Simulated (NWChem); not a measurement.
System: SiAsH2F3; SMILES F[Si]([AsH2])(F)F

Excerpt of the output:

```
             Northwest Computational Chemistry Package (NWChem) 7.3.0
             --------------------------------------------------------

                             Geometry "geometry" -> ""
                             -------------------------

 Output coordinates in angstroms (scale by  1.889725989 to convert to a.u.)

  No.       Tag          Charge          X              Y              Z
 ---- ---------------- ---------- -------------- -------------- --------------
    1 F                    9.0000    -1.30481300     1.42525800     0.75397700
    2 Si                  14.0000    -0.00045200     0.86956400     0.01558100
    3 F                    9.0000     1.27138000     1.42618300     0.80805600
    4 F                    9.0000     0.02980100     1.53703800    -1.43709100
    5 As                  33.0000     0.00023200    -1.48143200     0.02379000
    6 H                    1.0000     1.12491100    -1.51932800    -1.01702300
    7 H                    1.0000    -1.07940800    -1.52014500    -1.06363300

 Effective nuclear repulsion energy (a.u.)     458.3234146732

                              NWChem Property Module
                              ----------------------

  itol2e modified to match energy
  convergence criterion.

                                 NWChem DFT Module
                                 -----------------

 Summary of "ao basis" -> "ao basis" (spherical)
 ------------------------------------------------------------------------------
       Tag                 Description            Shells   Functions and Types
 ---------------- ------------------------------  ------  ---------------------
 F                          def2-svp                 6       14   3s2p1d
 Si                         def2-svp                 8       18   4s3p1d
 As                         def2-svp                12       32   5s4p3d
 H                          def2-svp                 3        5   2s1p

  itol2e modified to match energy
  convergence criterion.

            General Information
            -------------------
          SCF calculation type: DFT
          Wavefunction type:  closed shell.
          No. of atoms     :     7
          No. of electrons :    76
           Alpha electrons :    38
            Beta electrons :    38
          Charge           :     0
          Spin multiplicity:     1
          Use of symmetry is: off; symmetry adaption is: off
          Maximum number of iterations: 150
          AO basis - number of functions:   102
                     number of shells:    44
          Convergence on energy requested:  1.00D-07
          Convergence on density requested:  1.00D-05
          Convergence on gradient requested:  5.00D-04

              XC Information
              --------------
                         PBE0 Method XC Functional
                     Hartree-Fock (Exact) Exchange  0.250
          PerdewBurkeErnzerhof Exchange Functional  0.750
            Perdew 1991 LDA Correlation Functional  1.000 local
           PerdewBurkeErnz. Correlation Functional  1.000 non-local

             Grid Information
             ----------------
          Grid used for XC integration:  fine
          Radial quadrature: Mura-Knowles
          Angular quadrature: Lebedev.
          Tag              B.-S. Rad. Rad. Pts. Rad. Cut. Ang. Pts.
          ---              ---------- --------- --------- ---------
          F                   0.50       70          11.0       590
          Si                  1.10      123          10.0       770
          As                  1.15      140          10.0       974
          H                   0.35       60          10.0       590
          Grid pruning is: on
          Number of quadrature shells:   593
          Spatial weights used:  Erf1

      Superposition of Atomic Density Guess
      -------------------------------------

 Sum of atomic energies:       -2821.47426322

      Non-variational initial energy
      ------------------------------

[...]

          -----------------------
          Electric field gradient
          -----------------------

 1 a.u. = 0.324123 10**(16) esu/cm**3  ( or statvolts/cm**2 ) = 0.97174 10**(22) v/m**2

 ------------------------------------------------------------
   Atom      X         Y         Z
 ------------------------------------------------------------
    1 F   -2.46574   2.69335   1.42481
 ------------------------------------------------------------

 Electric field gradient in molecular frame (a.u.)
         XX             YY             ZZ             XY             XZ             YZ
 ------------------------------------------------------------------------------------------
       -0.576355       0.374562       0.201793       0.491013       0.643876      -0.292170

 Principal components (a.u.) and orientation
 of principal axis w.r.t. absolute frame                      Asymmetry parameter eta
 --------------------------------------------------------------------------------------
       -1.153168       0.593519       0.559649                       0.029371

        0.814477       0.083034       0.574223
       -0.350235       0.859405       0.372502
       -0.462560      -0.504507       0.729048

 ------------------------------------------------------------
   Atom      X         Y         Z
 ------------------------------------------------------------
    2 Si  -0.00085   1.64324   0.02944
 ------------------------------------------------------------

 Electric field gradient in molecular frame (a.u.)
         XX             YY             ZZ             XY             XZ             YZ
 ------------------------------------------------------------------------------------------
       -0.155435       0.307104      -0.151669      -0.000269      -0.000086       0.004602

 Principal components (a.u.) and orientation
 of principal axis w.r.t. absolute frame                      Asymmetry parameter eta
 --------------------------------------------------------------------------------------
        0.307150      -0.155437      -0.151713                       0.012125

       -0.000584       0.999748      -0.022421
        0.999950       0.000359      -0.010041
        0.010030       0.022425       0.999698

 ------------------------------------------------------------
   Atom      X         Y         Z
 ------------------------------------------------------------
    3 F    2.40256   2.69510   1.52700
 ------------------------------------------------------------

 Electric field gradient in molecular frame (a.u.)
         XX             YY             ZZ             XY             XZ             YZ
 ------------------------------------------------------------------------------------------
       -0.520313       0.373865       0.146447      -0.478983      -0.674012      -0.312995

 Principal components (a.u.) and orientation
 of principal axis w.r.t. absolute frame                      Asymmetry parameter eta
 --------------------------------------------------------------------------------------
       -1.153181       0.593512       0.559668                       0.029349

        0.794100      -0.062481      -0.604567
        0.350812       0.859398       0.371975
        0.496323      -0.507475       0.704367

 ------------------------------------------------------------
   Atom      X         Y         Z
 ------------------------------------------------------------
    4 F    0.05632   2.90458  -2.71571
 ------------------------------------------------------------

 Electric field gradient in molecular frame (a.u.)
         XX             YY             ZZ             XY             XZ             YZ
 ------------------------------------------------------------------------------------------
        0.565173       0.276333      -0.841505      -0.014102       0.029296       0.676577

 Principal components (a.u.) and orientation
 of principal axis w.r.t. absolute frame                      Asymmetry parameter eta
 --------------------------------------------------------------------------------------
       -1.160779       0.594996       0.565783                       0.025168

       -0.018834      -0.009415       0.999778
       -0.426022       0.904713       0.000494
        0.904517       0.425918       0.021051

 ------------------------------------------------------------
   Atom      X         Y         Z
 ------------------------------------------------------------
    5 As   0.00044  -2.79950   0.04496
 ------------------------------------------------------------

 Electric field gradient in molecular frame (a.u.)
         XX             YY             ZZ             XY             XZ             YZ
 ------------------------------------------------------------------------------------------
       -1.150143       0.150867       0.999277       0.022192      -0.045041      -1.072357

 Principal components (a.u.) and orientation
 of principal axis w.r.t. absolute frame                      Asymmetry parameter eta
 --------------------------------------------------------------------------------------
        1.729143      -1.151087      -0.578056                       0.331396

       -0.017268       0.999777      -0.012160
       -0.562080       0.000351       0.827083
        0.826902       0.021116       0.561949

 ------------------------------------------------------------
   Atom      X         Y         Z
 ------------------------------------------------------------
    6 H    2.12577  -2.87111  -1.92189
 ------------------------------------------------------------

 Electric field gradient in molecular frame (a.u.)
         XX             YY             ZZ             XY             XZ             YZ
 ------------------------------------------------------------------------------------------
       -0.048344       0.072774      -0.024430       0.002137       0.109520      -0.008344

[...]
```

Level: PBE0/def2-SVP. Structure relaxed at the B3LYP/6-31G* (spherical d) level. NWChem prints the field gradient with the sign opposite to the second derivative of the potential.

Task: Which NWChem input produces such a log?

Result: Several could match; the one computed here: the input that was run:
```
start job
memory heap 200 mb stack 900 mb global 1100 mb
geometry units angstroms noautosym nocenter noautoz
  F     -1.304813     1.425258     0.753977
  Si    -0.000452     0.869564     0.015581
  F      1.271380     1.426183     0.808056
  F      0.029801     1.537038    -1.437091
  As     0.000232    -1.481432     0.023790
  H      1.124911    -1.519328    -1.017023
  H     -1.079408    -1.520145    -1.063633
end
basis spherical
  * library def2-svp
end
dft
  xc pbe0
  iterations 150
end
property
  efieldgrad
end
task dft property
```
